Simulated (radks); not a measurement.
Numerical settings for the technetium ion Tc+, [Kr] 4d5 5s1. Method: scalar-relativistic Kohn-Sham, PBE, spin-polarised, spherical densities, point nucleus; open shells are filled with parallel spins first (spin-orbit coupling, left out, can overturn this in heavy ions); computed with a radial shooting solver on a logarithmic mesh with Libxc functionals. The defaults (mesh step 0.008 in ln r, mesh end at 40 bohr or more with all orbitals vanishing there, Anderson mixing 0.5 over 9 steps, residual threshold near 1e-9 with the energy settled to 1e-9 hartree or 1e-11 of itself, here a cap of 62 iterations) give E = -4285.4905 hartree and 5s at -12.157 eV in 13 iterations. Run on one thread of a shared host, so times are rough (Intel(R) Xeon(R) 6975P-C): 0.15 s of CPU time, 0.15 s wall, 13 iterations on 2602 mesh points. Changes against that run (0 stands for a change within the tolerance of the run):

[
 {"setting": "mesh step in ln r 0.005", "iterations": "13", "converged": "yes", "E (mhartree)": "0", "e(5s) (meV)": "0", "CPU (s)": "0.23"},
 {"setting": "mesh step in ln r 0.03", "iterations": "13", "converged": "yes", "E (mhartree)": "+0.000166", "e(5s) (meV)": "0", "CPU (s)": "0.05"},
 {"setting": "mesh step in ln r 0.02", "iterations": "13", "converged": "yes", "E (mhartree)": "0", "e(5s) (meV)": "0", "CPU (s)": "0.06"},
 {"setting": "mesh end (bohr) 20", "iterations": "13", "converged": "yes", "E (mhartree)": "0", "e(5s) (meV)": "0", "CPU (s)": "0.14"},
 {"setting": "mesh end (bohr) 12", "iterations": "13", "converged": "yes", "E (mhartree)": "+0.000846", "e(5s) (meV)": "+0.0832", "CPU (s)": "0.14"},
 {"setting": "residual threshold 1e-13", "iterations": "20", "converged": "yes", "E (mhartree)": "0", "e(5s) (meV)": "0", "CPU (s)": "0.18"},
 {"setting": "residual threshold 0.1", "iterations": "9", "converged": "yes", "E (mhartree)": "0", "e(5s) (meV)": "+0.324", "CPU (s)": "0.11"},
 {"setting": "mixing 0.05", "iterations": "19", "converged": "yes", "E (mhartree)": "0", "e(5s) (meV)": "0", "CPU (s)": "0.2"},
 {"setting": "linear mixing, mixing 1", "iterations": "62", "converged": "no", "E (mhartree)": "+1.1e+04", "e(5s) (meV)": "+5.85e+03", "CPU (s)": "1.2"},
 {"setting": "linear mixing, mixing 0.5", "iterations": "30", "converged": "yes", "E (mhartree)": "0", "e(5s) (meV)": "0", "CPU (s)": "0.26"},
 {"setting": "mixing history 2", "iterations": "18", "converged": "yes", "E (mhartree)": "0", "e(5s) (meV)": "0", "CPU (s)": "0.18"},
 {"setting": "iteration cap 2", "iterations": "2", "converged": "no", "E (mhartree)": "+423", "e(5s) (meV)": "-5.88e+03", "CPU (s)": "0.04"}
]

No run marked as converged misses the energy by more than 1 mhartree. A mesh that ends early acts as a hard wall.
